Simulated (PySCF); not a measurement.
H₂Zn, charge -1, doublet, at the geometry of the source list (a state made from the parent by changing its charge; the spin is typed, not shown lowest) (in this run its highest filled SCF level lies above zero, so its values depend strongly on the basis, on diffuse functions most of all); B3LYP/6-31G** (PySCF).

PySCF was given this input:
```python
from pyscf import gto, scf, dft

mol = gto.M(
    atom='''
Zn   -0.000000   -0.000000   -0.000000
H     0.246400   -1.478000    0.079700
H    -0.246400    1.478000   -0.079700
''',
    basis='6-31g**',
    charge=-1,
    spin=1,
    verbose=4,
)

mf = dft.UKS(mol)
mf.xc = 'b3lyp'
mf.kernel()
mf.analyze()
```

Q: What does PySCF print? Leave out banner, timings and long lists.

A: 
```
PySCF version 2.14.0

[INPUT] verbose = 4
[INPUT] num. atoms = 3
[INPUT] num. electrons = 33
[INPUT] charge = -1
[INPUT] spin (= nelec alpha-beta = 2S) = 1
[INPUT] symmetry False subgroup None
[INPUT] Mole.unit = angstrom
[INPUT] Symbol           X                Y                Z      unit          X                Y                Z       unit  Magmom
[INPUT]  1 Zn     0.000000000000   0.000000000000   0.000000000000 AA    0.000000000000   0.000000000000   0.000000000000 Bohr   0.0
[INPUT]  2 H      0.246400000000  -1.478000000000   0.079700000000 AA    0.465628517093  -2.793015212107   0.150611172128 Bohr   0.0
[INPUT]  3 H     -0.246400000000   1.478000000000  -0.079700000000 AA   -0.465628517093   2.793015212107  -0.150611172128 Bohr   0.0

nuclear repulsion = 21.3361374944046
number of shells = 18
number of NR pGTOs = 111
number of NR cGTOs = 44
basis = 6-31g**
ecp = {}

******** <class 'pyscf.dft.uks.UKS'> ********
method = UKS
initial guess = minao
damping factor = 0
level_shift factor = 0
DIIS = <class 'pyscf.scf.diis.CDIIS'>
diis_start_cycle = 1
diis_space = 8
diis_damp = 0
SCF conv_tol = 1e-09
SCF conv_tol_grad = None
SCF max_cycles = 50
direct_scf = True
direct_scf_tol = 1e-13
number electrons alpha = 17  beta = 16
XC library pyscf.dft.libxc version 7.1.2
    S. Lehtola, C. Steigemann, M. J. T. Oliveira, and M. A. L. Marques,  SoftwareX 7, 1–5 (2018)
XC functionals = b3lyp
    P. J. Stephens, F. J. Devlin, C. F. Chabalowski, and M. J. Frisch,  J. Phys. Chem. 98, 11623 (1994)
radial grids:
    Treutler-Ahlrichs [JCP 102, 346 (1995); DOI:10.1063/1.469408] (M4) radial grids

becke partition: Becke, JCP 88, 2547 (1988); DOI:10.1063/1.454033
pruning grids: <function nwchem_prune>
grids dens level: 3
symmetrized grids: False
atomic radii adjust function: <function treutler_atomic_radii_adjust>
small_rho_cutoff = 0
Set gradient conv threshold to 3.16228e-05
tot grids = 40256
init E= -1779.81072166766

cycle= 1 E= -1780.22257999827  delta_E= -0.412  |g|= 0.126  |ddm|= 1.07
cycle= 2 E= -1780.23403106671  delta_E= -0.0115  |g|= 0.0906  |ddm|= 0.389
cycle= 3 E= -1780.23635916725  delta_E= -0.00233  |g|= 0.0328  |ddm|= 0.0623
cycle= 4 E= -1780.23665090295  delta_E= -0.000292  |g|= 0.00275  |ddm|= 0.0314
cycle= 5 E= -1780.23665645748  delta_E= -5.55e-06  |g|= 0.000306  |ddm|= 0.00782
cycle= 6 E= -1780.23665660202  delta_E= -1.45e-07  |g|= 9.21e-05  |ddm|= 0.00121
cycle= 7 E= -1780.23665661053  delta_E= -8.51e-09  |g|= 2.62e-05  |ddm|= 0.000212
cycle= 8 E= -1780.23665661125  delta_E= -7.23e-10  |g|= 2.12e-06  |ddm|= 6.07e-05
Extra cycle  E= -1780.23665661126  delta_E= -9.32e-12  |g|= 1.65e-06  |ddm|= 1.08e-05
converged SCF energy = -1780.23665661126  <S^2> = 0.75142599  2S+1 = 2.0014255
**** SCF Summaries ****
Total Energy =                       -1780.236656611260969
Nuclear Repulsion Energy =              21.336137494404621
One-electron Energy =                -2532.780112738401840
Two-electron Energy =                  731.207318632736360
Two-electron Coulomb Energy =          803.296709759823216
DFT Exchange-Correlation Energy =      -72.089391127086827
**** MO energy ****
                             alpha | beta                alpha | beta
MO #1   energy= -347.029287657781  | -347.029014093602  occ= 1 | 1
MO #2   energy= -41.9996975623667  | -41.9998516851271  occ= 1 | 1
MO #3   energy= -36.9845041496414  | -36.9847451621609  occ= 1 | 1
MO #4   energy= -36.9833117943908  | -36.9833688293438  occ= 1 | 1
MO #5   energy= -36.9823004004876  | -36.9819445311681  occ= 1 | 1
MO #6   energy= -4.57731690870304  | -4.57724445282888  occ= 1 | 1
MO #7   energy= -2.96990485679385  | -2.97052570330901  occ= 1 | 1
MO #8   energy= -2.96890887822929  | -2.96885968142906  occ= 1 | 1
MO #9   energy= -2.96487017899807  | -2.96387021577279  occ= 1 | 1
MO #10  energy= -0.263524122420979 | -0.264568181956504 occ= 1 | 1
MO #11  energy= -0.226928022385021 | -0.226894626478967 occ= 1 | 1
MO #12  energy= -0.223217940502927 | -0.2222693854751   occ= 1 | 1
MO #13  energy= -0.222612397442685 | -0.221759527771144 occ= 1 | 1
MO #14  energy= -0.222550153753365 | -0.221709132422954 occ= 1 | 1
MO #15  energy= -0.130406483825167 | -0.12176602174933  occ= 1 | 1
MO #16  energy= -0.0830236736950578 | -0.0826894386618737 occ= 1 | 1
MO #17  energy= 0.101748650595595  | 0.151644271322842  occ= 1 | 0
MO #18  energy= 0.146022719994827  | 0.166041368951308  occ= 0 | 0
MO #19  energy= 0.222583820200536  | 0.237799170252063  occ= 0 | 0
MO #20  energy= 0.252586917605095  | 0.254853352808186  occ= 0 | 0
MO #21  energy= 0.30402881301751   | 0.308722529524847  occ= 0 | 0
MO #22  energy= 0.375938779391437  | 0.382345545917539  occ= 0 | 0
MO #23  energy= 0.379763137878634  | 0.395660349148058  occ= 0 | 0
MO #24  energy= 0.581075815724555  | 0.584983357326541  occ= 0 | 0
MO #25  energy= 1.09523604785811   | 1.09493027351879   occ= 0 | 0

To work with the spin densities directly, `use mulliken_meta_spin()` only printing them here.

 ** Mulliken spin pop alpha/beta on meta-lowdin orthogonal AOs **
 ** Mulliken Spin Density (per AO)  **
spin_pop of  0 Zn 1s        0.00000
spin_pop of  0 Zn 2s        0.00000
spin_pop of  0 Zn 3s       -0.00000
spin_pop of  0 Zn 4s        0.03153
spin_pop of  0 Zn 5s        0.00011
spin_pop of  0 Zn 2px       0.00000
spin_pop of  0 Zn 2py       0.00000
spin_pop of  0 Zn 2pz       0.00000
spin_pop of  0 Zn 3px      -0.00000
spin_pop of  0 Zn 3py      -0.00000
spin_pop of  0 Zn 3pz       0.00000
spin_pop of  0 Zn 4px       0.19191
spin_pop of  0 Zn 4py       0.00397
spin_pop of  0 Zn 4pz       0.72027
spin_pop of  0 Zn 5px       0.01720
spin_pop of  0 Zn 5py       0.00008
spin_pop of  0 Zn 5pz       0.06456
spin_pop of  0 Zn 3dxy     -0.00038
spin_pop of  0 Zn 3dyz     -0.00003
spin_pop of  0 Zn 3dz^2    -0.00171
spin_pop of  0 Zn 3dxz      0.00000
spin_pop of  0 Zn 3dx2-y2   -0.00338
spin_pop of  0 Zn 4dxy     -0.00001
spin_pop of  0 Zn 4dyz     -0.00001
spin_pop of  0 Zn 4dz^2    -0.00003
spin_pop of  0 Zn 4dxz     -0.00002
spin_pop of  0 Zn 4dx2-y2   -0.00001
spin_pop of  0 Zn 4f-3      0.00002
spin_pop of  0 Zn 4f-2      0.00000
spin_pop of  0 Zn 4f-1      0.00002
spin_pop of  0 Zn 4f+0      0.00000
spin_pop of  0 Zn 4f+1      0.00000
spin_pop of  0 Zn 4f+2      0.00000
spin_pop of  0 Zn 4f+3      0.00001
spin_pop of  1 H 1s       -0.01527
spin_pop of  1 H 2s        0.00044
spin_pop of  1 H 2px       0.00056
spin_pop of  1 H 2py       0.00009
spin_pop of  1 H 2pz       0.00211
spin_pop of  2 H 1s       -0.01527
spin_pop of  2 H 2s        0.00044
spin_pop of  2 H 2px       0.00056
spin_pop of  2 H 2py       0.00009
spin_pop of  2 H 2pz       0.00211
 ** Mulliken Spin Density (per atom)  **
spin density of  0 Zn =      1.02412
spin density of  1 H =     -0.01206
spin density of  2 H =     -0.01206
 ** Mulliken pop alpha/beta on meta-lowdin orthogonal AOs **
 ** Mulliken pop       alpha | beta **
In total            17.00000 | 16.00000
 ** Mulliken atomic charges   ( Nelec_alpha | Nelec_beta ) **
charge of  0Zn =     -0.07175  (    15.54793     14.52381 )
charge of  1H =     -0.46413  (     0.72603      0.73809 )
charge of  2H =     -0.46413  (     0.72603      0.73809 )

WARN: System has nonzero charge -1; the dipole moment is origin-dependent.
Location of origin: [0. 0. 0.]

Dipole moment(X, Y, Z, Debye):  0.00000,  0.00000,  0.00000
```
